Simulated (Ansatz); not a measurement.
System: MnI, net charge 0, septet state. The spin state was set by rule; other spins were not relaxed. 
Structure (B3LYP-D3(BJ)/def2-TZVP (Ansatz, an electronic-structure program) minimum search):
```
Mn
I 1 2.6230
```
Charge 0, spin multiplicity 7.

### Question
Give the harmonic wavenumbers at B3LYP-D3(BJ)/def2-TZVP (Ansatz, finite differences of forces, unscaled).

### Answer
225 cm⁻¹. Zero-point energy 0.3 kcal/mol.

### Question
From these and the geometry, give the ideal-gas thermochemistry at 298.15 K and 1 atm (rigid rotor, harmonic oscillator).

### Answer
Point group C∞v, rotational symmetry number 1. Rotational constants 1.916, 1.916 GHz. S(trans) 41.50, S(rot) 18.05, S(vib) 1.92, S(elec, spin only) 3.87, S 65.3 cal/(mol K). H(298) - H(0) 2.40 kcal/mol; G - E(el) -16.8 kcal/mol.
